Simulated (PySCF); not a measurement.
## Computed data sheet: `NC1=CC=CC=C1F`

Species: C6H6FN.
Z-matrix (Å and degrees, PBE0-D3(BJ)/def2-SVP geometry), rows numbered from 1:
```
N 
C   1  1.3764
C   2  1.4024  1  123.45
C   3  1.3936  2  121.03  1   177.49
C   4  1.3930  3  120.77  2    -0.02
C   5  1.3968  4  119.20  3     0.24
C   6  1.3819  5  119.39  4    -0.26
F   7  1.3442  2  117.07  1     3.06
H   1  1.0113  2  115.70  3   162.84
H   1  1.0105  2  116.66  3    23.94
H   3  1.0932  2  118.80  1    -2.22
H   4  1.0924  3  119.19  2  -179.98
H   5  1.0914  4  120.76  3  -179.97
H   6  1.0918  5  121.98  4   179.57
```

Structural features include: benzene ring, amine and C–F bond.

**PBE0-D3(BJ)/def2-SVP geometry optimisation, gas phase (PySCF)**

* Rotational constants A, B, C: 3.332, 2.220, 1.333 GHz

wB97X-D/def2-SVPD ground state, ΔSCF and vertical TDDFT (core frozen in the response) (PySCF):

* Dipole moment: 1.64 D
* HOMO energy: -7.85 eV
* LUMO energy: 1.49 eV
* HOMO–LUMO gap: 9.34 eV
* Lowest singlet excitation: 4.97 eV (250 nm, f = 0.046)
* Strongest line among the 10 lowest singlet transitions: S6 at 6.91 eV (179 nm, f = 0.474)
* Lowest triplet excitation (Tamm–Dancoff): 3.94 eV
* Static isotropic polarisability: 78.8 au
* Vertical ionisation energy: 8.03 eV
* Electronic spatial extent ⟨r²⟩ about the centre of nuclear charge: 853 bohr²

PBE0/pcSseg-1 ground state and GIAO shieldings, non-relativistic (PySCF):

- Lowest Hirshfeld atomic charge: -0.20 e on N1
- Highest Hirshfeld atomic charge: +0.13 e on H10
- 13C chemical shifts (computed TMS as zero) by class: 156.9 (C7), 140.0 (C2), 129.7 (C4), 121.2 (C5), 120.2 (C6), 118.0 (C3) ppm
- 1H chemical shifts (computed TMS as zero) by class: 7.05 (H14), 7.02 (H12), 6.67 (H13), 6.67 (H11), 3.20 (H9/H10) ppm
- Isotropic shieldings of nuclei other than C and H, by class: 202 (N1), 325 (F8) ppm
- Mayer bond orders between heavy atoms: N1–C2 1.19, C2–C3 1.34, C3–C4 1.46, C4–C5 1.44, C5–C6 1.39, C6–C7 1.49, C7–F8 0.89, C7–C2 1.29

**B3LYP/pcJ-1 indirect spin-spin coupling, non-relativistic, gas phase; spin–dipole term left out for some pairs (PySCF)**

* Largest of the computed one-bond spin–spin couplings (means over like bonds): 19F–13C -299.2 (F8–C7), 13C–1H +171.3 (C5–H13), 13C–1H +167.4 (C6–H14), 13C–1H +166.7 (C4–H12), 13C–1H +163.5 (C3–H11), 15N–1H -87.4 (N1–H9 and 1 like it), 13C–13C +81.5 (C6–C7), 13C–13C +76.8 (C2–C7) Hz

Monoisotopic mass (most abundant isotopes): 111.0484 u.

The principal polarisabilities are 48.0, 86.0 and 102.5 au; their mean is the isotropic value. The vertical singlet–triplet gap S1 − T1 is 1.03 eV (TDDFT singlet less Tamm–Dancoff triplet; S1: HOMO→LUMO, weight 0.81; T1: HOMO→LUMO+1, weight 0.41, beside HOMO→LUMO, weight 0.41). In wavenumbers S1 is 40100 cm⁻¹ (1 eV = 8065.54 cm⁻¹). The rotational constants make it an asymmetric top with κ = (2B − A − C)/(A − C) = -0.11, nearer the prolate limit (−1). In atomic units the dipole is 0.65 e·bohr (1 au = 2.5417 D). With B = h/(8π²I), that is 505.379 GHz u Å² over I, the principal moments of inertia are 151.7, 227.6 and 379.0 u Å² (most abundant isotopes). The ΔSCF ionisation energy exceeds −ε(HOMO) by 0.18 eV with wB97X-D. S1 lies 4.37 eV below the HOMO–LUMO gap; its leading configuration is HOMO→LUMO, weight 0.81.

Geometry: PBE0-D3(BJ)/def2-SVP; no solvent or vibrations. NMR classes are plain means over equivalent atoms (diastereotopic ones count apart unless rotation or inversion swaps them), as if these changed places fast; in this geometry the members of some classes differ.

For the spin–spin coupling job (B3LYP/pcJ-1), the run took 72 s of wall time on an Arm Neoverse V1 with one thread, shared host.
